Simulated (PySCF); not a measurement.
The dipole of `O=C[C@@H]1CN[SiH2]C1` from its density and from atomic charges.

Coordinates (PBE0-D3(BJ)/def2-SVP, Å) and charges (e) from the PBE0/pcSseg-1 density (PySCF):

```tsv
atom	x	y	z	Mulliken	IAO	Hirshfeld	ESP-fitted
O1	-2.720	-0.958	0.738	-0.3491	-0.3890	-0.2180	-0.4448
C2	-2.201	-0.033	0.172	+0.3163	+0.2707	+0.1371	+0.3430
C3	-0.778	-0.009	-0.314	-0.4179	-0.1547	-0.0326	+0.1544
C4	0.000	-1.286	0.007	+0.0969	-0.1390	-0.0275	+0.0919
N5	1.402	-0.982	-0.208	-0.6772	-0.6817	-0.2479	-0.8012
Si6	1.796	0.698	-0.039	+0.7892	+0.8800	+0.3687	+0.7045
C7	-0.006	1.206	0.243	-0.5092	-0.5462	-0.1562	-0.4832
H8	-2.771	0.914	-0.025	+0.0780	+0.0917	+0.0391	+0.0083
H9	-0.829	0.108	-1.415	+0.1591	+0.1500	+0.0496	+0.0319
H10	-0.231	-1.595	1.046	+0.1187	+0.1241	+0.0261	+0.0540
H11	-0.343	-2.108	-0.644	+0.1275	+0.1395	+0.0401	+0.0394
H12	2.045	-1.760	-0.162	+0.1913	+0.2603	+0.1190	+0.3719
H13	2.425	1.304	-1.257	-0.1125	-0.1506	-0.0903	-0.1578
H14	2.680	1.044	1.121	-0.1161	-0.1500	-0.0897	-0.1621
H15	-0.171	1.299	1.331	+0.1517	+0.1457	+0.0402	+0.1406
H16	-0.312	2.154	-0.222	+0.1533	+0.1492	+0.0421	+0.1092
```

Compute μ = Σ q r for each scheme (1 e·Å = 4.803 D) and compare with the dipole of the full density.

The full density gives (1.37, 1.03, -0.91) D, 1.94 D in size; dipole vectors point from the negative to the positive end.

```json
{"scheme": "Mulliken", "μx": "1.75", "μy": "1.72", "μz": "-0.58", "size (D)": "2.52", "share of the full size (%)": "130", "angle to the full dipole (°)": "16"}
{"scheme": "IAO", "μx": "2.16", "μy": "2.29", "μz": "-1.21", "size (D)": "3.37", "share of the full size (%)": "174", "angle to the full dipole (°)": "11"}
{"scheme": "Hirshfeld", "μx": "1.09", "μy": "0.91", "μz": "-0.77", "size (D)": "1.61", "share of the full size (%)": "83", "angle to the full dipole (°)": "3"}
{"scheme": "ESP-fitted", "μx": "1.39", "μy": "1.06", "μz": "-0.91", "size (D)": "1.98", "share of the full size (%)": "102", "angle to the full dipole (°)": "1"}
```

Which set comes closest?

Length of the difference vector: ESP-fitted 0.04 D, Hirshfeld 0.33 D, Mulliken 0.86 D, IAO 1.52 D. Closest: ESP-fitted. 

What is left for the Hirshfeld atoms' own dipoles?

The Hirshfeld atoms' densities add up to the full density, so μ = Σ q r + Σ (atomic dipoles). The atomic dipoles sum to (1.37, 1.03, -0.91) − (1.09, 0.91, -0.77) = (0.28, 0.12, -0.14) D, 0.33 D in size.

With the origin at the mean of the coordinates, (-0.001, 0.000, 0.023) Å, which are the largest single terms, by size, of the Mulliken dipole along the direction of the full one?

Si6 +6.31, O1 +4.63, C2 -2.49, N5 -1.88, H13 -1.62 D; all 16 atoms together +2.42 D. The single terms depend on the origin, their sum doesn't.

Give the size of the full dipole in other units.

1.94 D = 0.762 au = 0.403 e·Å = 6.46 × 10⁻³⁰ C·m.

Geometry: PBE0-D3(BJ)/def2-SVP, one conformer, isolated molecule.
